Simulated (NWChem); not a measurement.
Species: CdHBr; SMILES [Br][CdH]

All runs: NWChem. Structure relaxed at the PBE0/def2-SVP (def2 core potentials past Kr) level.

**Question.** Estimate the computed values for PBE/STO-3G (all-electron, non-relativistic). Quantities: highest occupied level (eV); orbital gap (eV); dipole (D).

**Answer.** The highest occupied level (eV) is -2.77, the orbital gap (eV) comes out as 5.94 and the dipole (D) comes out as 1.66.
